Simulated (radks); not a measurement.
The numbers below are computed, except where a source is named.
All-electron atom: He II in 1s1.

Level of theory: scalar-relativistic Kohn-Sham, OLYP, spin-polarised, spherical densities, finite nucleus; open shells are filled with parallel spins first; Gaussian nuclear charge, rms radius 1.6755 fm (a radial shooting solver on a logarithmic mesh with Libxc functionals).

Energy parts (eV):
part                    energy
total                  -54.336
kinetic                 54.342
electron-nucleus      -108.752
Hartree                 16.913
exchange-correlation   -16.839

Orbitals (lengths in bohr, moments of r in powers of bohr):
orbital	occ.	eigenvalue (eV)	<1/r>	<r>	<r^4>
1s up	1	-41.8851	1.998	0.7576	1.568

The highest occupied level is 1s up at -41.885 eV. Summed over all electrons, <r^2> = 0.7738 bohr^2, which gives a Langevin (diamagnetic) susceptibility term of -0.613 x 10^-6 cm^3/mol. The spin density at the nucleus is 2.585 e/bohr^3 (1s 2.585). The electron density at the nucleus is 2.585 e/bohr^3 (large components only). The density falls to 0.001 e/bohr^3 at r = 1.99 bohr. For comparison, the ionisation energy in NIST's Atomic Spectra Database is 54.418 eV (theoretical). In exact Kohn-Sham theory the highest level is minus the ionisation energy, but local and semilocal functionals leave it too shallow, through self-interaction and a potential that decays too fast; potentials with the right tail come closer.
